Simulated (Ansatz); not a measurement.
Geometry optimisation, RKS PBE0-D4/def2-mTZVP in Ansatz.

Input:

```yaml
crystal:
  periodic: [false, false, false]
  atoms:
    - { symbol: W, position_ang: [0.0, 0.0, 0.0] }
    - { symbol: H, position_ang: [0.9528, 0.0, 1.6669] }
    - { symbol: H, position_ang: [1.6669, 0.0, 0.9528] }
    - { symbol: O, position_ang: [0.0, 1.94, 0.0] }
    - { symbol: H, position_ang: [-0.6343, 2.2771, -0.71] }
    - { symbol: O, position_ang: [-1.94, 0.0, 0.0] }
    - { symbol: H, position_ang: [-2.2771, -0.1263, 0.9437] }
    - { symbol: O, position_ang: [0.0, -1.94, 0.0] }
    - { symbol: H, position_ang: [0.3816, -2.2771, 0.8723] }
    - { symbol: O, position_ang: [0.0, 0.0, -1.94] }
    - { symbol: H, position_ang: [0.5278, 0.7924, -2.2771] }
basis:
  gaussian: { orbitals: def2-mTZVP }
hamiltonian:
  xc: pbe0
  dispersion: d4
relax:
  f_tol: 0.15
  max_steps: 25
  restrain:
    - { distance: [1, 2], at: 1.86, k: 30.0 }
    - { distance: [0, 1], at: 1.72, k: 30.0 }
    - { distance: [0, 2], at: 1.72, k: 30.0 }
output:
  orbitals: {}
```

Launched with:

```bash
$ ansatz run input.yaml --threads 4 --pin off --max-ram 5120MiB --backend cpu --events-out ev --progress --plain --runs-dir out
```

Question: Where does it end, and by what steps?

Answer: The forces met the threshold. The restraints hold the end off the free minimum; the threshold counts their pulls, which the force column leaves out. Restrained pairs: H2–H3 (1.01 → 1.86 Å), W1–H2 (1.92 → 1.71 Å), W1–H3 (1.92 → 1.71 Å). After 16 steps the energy has fallen by 3.562 eV (the restraints' own energy left out); H5 moved furthest, 1.14 Å.

| step | energy less start (eV) | largest force component (eV/Å) | accepted |
| --- | --- | --- | --- |
| 0 | 0.0000 | 3.387 | yes |
| 1 | -0.8592 | 2.534 | yes |
| 2 | -1.5088 | 2.116 | yes |
| 3 | -2.2745 | 1.793 | yes |
| 4 | -2.8190 | 0.965 | yes |
| 5 | -3.0509 | 0.698 | yes |
| 6 | -3.1597 | 1.049 | yes |
| 7 | -3.2550 | 1.577 | yes |
| 8 | -3.3637 | 0.516 | yes |
| 9 | -3.4301 | 0.450 | yes |
| 10 | -3.4642 | 0.637 | yes |
| 11 | -3.4978 | 1.012 | yes |
| 12 | -3.4813 | 0.824 | no |
| 13 | -3.5304 | 0.290 | yes |
| 14 | -3.5392 | 0.280 | yes |
| 15 | -3.5490 | 0.558 | yes |
| 16 | -3.5618 | 0.387 | yes |

```xyz
11
Properties=species:S:1:pos:R:3
W -0.089 0.014 -0.272
H 0.319 0.231 1.377
H 1.568 0.346 0.006
O -0.412 1.886 -0.302
H -0.865 2.365 0.401
O -1.844 -0.234 0.537
H -2.104 0.029 1.425
O 0.232 -1.833 0.011
H -0.132 -2.308 0.765
O 0.556 -0.004 -2.065
H 1.449 0.176 -2.375
```

Time of the run: 50 s on 4 threads of Arm Neoverse V2 (shared host), peak memory 0.39 GiB.
